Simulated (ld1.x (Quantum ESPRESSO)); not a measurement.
# What one change does to a pseudopotential (Si (Z = 14), PAW)

```json
{
  "Element": "silicon",
  "Generator": "ld1.x (Quantum ESPRESSO) 7.5",
  "Type": "PAW",
  "Functional": "LDA (PZ)",
  "Relativity": "non-relativistic",
  "Frozen core": "[Ne]",
  "Valence charge": "4",
  "Reference configuration": "3s2 3p0 (charge +2)",
  "Partial waves": "3s (bound): rcut 1.50, rcutus 1.75 bohr; 3s channel at -1.4 Ry: rcut 1.50, rcutus 1.75 bohr; 3p (bound, empty): rcut 2.15, rcutus 2.30 bohr; 3p channel at -1 Ry: rcut 2.15, rcutus 2.30 bohr; 3d channel at 0.3 Ry: rcut 1.25, rcutus 1.70 bohr; 3d channel at 1.15 Ry: rcut 1.25, rcutus 1.70 bohr",
  "Local potential": "all-electron potential smoothed inside 1.95 bohr (lloc = -2)",
  "Core correction": "a·sin(br)/r model core inside 1.05 bohr",
  "Augmentation charge": "PSQ, inside the norm-conserving radii"
}
```

All-electron outer shells of the reference configuration (LDA (PZ), non-relativistic, ld1.x):

```
shell  level (eV)  outermost node (bohr)  outermost maximum (bohr)
   3s      -28.60                   0.72                      1.69
   3p      -20.67                   0.71                      1.89
```

Change: reference 3s2 3p2; removed wave 3d channel at 1.15 Ry: rcut 1.25, rcutus 1.70 bohr.

Cutoffs: the cutoffs (Ry, on a coarse ladder) from which the occupation-weighted sum of valence levels, in a spherical-Bessel basis at the reference potential, stays within 10 and 1 mRy of its value at 400 Ry; they do not see the model core or the augmentation charge, which bear on the density cutoff. Errors are all-electron minus pseudo energies relative to the spin-unpolarised reference configuration.

Question: What does the change do?

Answer: The potential gets neither clearly harder nor softer (10 Ry and 15 Ry → 10 Ry and 15 Ry); the range in which the p phases agree widens (upper end 2.5 → 3.6); the range in which the d phases agree narrows (upper end at the end of the scan → 3.8); neither file shows a bound ghost.

```tsv
quantity	base	changed
cutoff, loose	10 Ry	10 Ry
cutoff, tight	15 Ry	15 Ry
bound ghosts	none	none
largest error over its own tests, meV	-24	-73
s: phases at 2.50 bohr within 0.05 rad from the reference energy up to (Ry; the scan ends near 5)	2.1	3.1
p: phases at 2.50 bohr within 0.05 rad from the reference energy up to (Ry; the scan ends near 5)	2.5	3.6
d: phases at 2.50 bohr within 0.05 rad from the reference energy up to (Ry; the scan ends near 5)	to the end of the scan	3.8
lowest overlap eigenvalue by channel	s 0.46, p 0.86, d 0.86	s 0.48, p 0.88, d 1.00
```
